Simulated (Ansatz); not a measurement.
Cost and result up the ladder for Cs₈Cl₈ (started as a model of: 1x4x4 CsCl rock-salt block) (16 atoms). Total charge 0; singlet. Geometry: PBE-D4/def2-SVP.

```xyz
16

Cs   -1.852   -1.926    6.307
Cl   -0.174    0.549    5.195
Cs    2.482    2.306    4.050
Cl    4.191    4.647    2.670
Cl   -2.967   -2.591    3.394
Cs   -1.420    0.146    2.027
Cl    1.469    1.539    0.920
Cs    3.338    4.045   -0.366
Cs   -3.328   -4.051    0.364
Cl   -1.487   -1.524   -0.920
Cs    1.408   -0.141   -2.023
Cl    2.982    2.578   -3.395
Cl   -4.174   -4.658   -2.673
Cs   -2.498   -2.291   -4.050
Cl    0.165   -0.543   -5.193
Cs    1.865    1.915   -6.308
```

Ansatz on 4 threads of Arm Neoverse V2 on a shared host. Times are rough, and most runs start from the orbitals of an earlier one. PBE0-D4/def2-SVP serves as the yardstick here, not as an exact answer. Binding counts from free atoms at the same level (Cs doublet, Cl doublet; other spins of the atoms weren't run), without zero-point energy or a counterpoise term.

In the def2 sets Cs takes a core potential; there is no spin–orbit coupling. Correlated methods freeze 40 core orbitals; core or outer-core shells of Cs are correlated, in sets that lack core-valence functions.

Correlated methods converge slowly with the basis, most of all in double-zeta sets.

```
                           level  functions  wall time  binding energy per atom (eV)  difference from PBE0-D4/def2-SVP (eV)
   PBE-D4/def2-SVP (with forces)        336       27 s                          2.88                                   0.00
                    MP2/def2-SVP        336       31 s                          2.72                                  -0.16
                PBE0-D4/def2-SVP        336       36 s                          2.88                                   0.00
                RPA@PBE/def2-SVP        336       60 s                          2.40                                  -0.49
r2SCAN-D4/def2-SVP (with forces)        336       68 s                          2.93                                   0.05
```
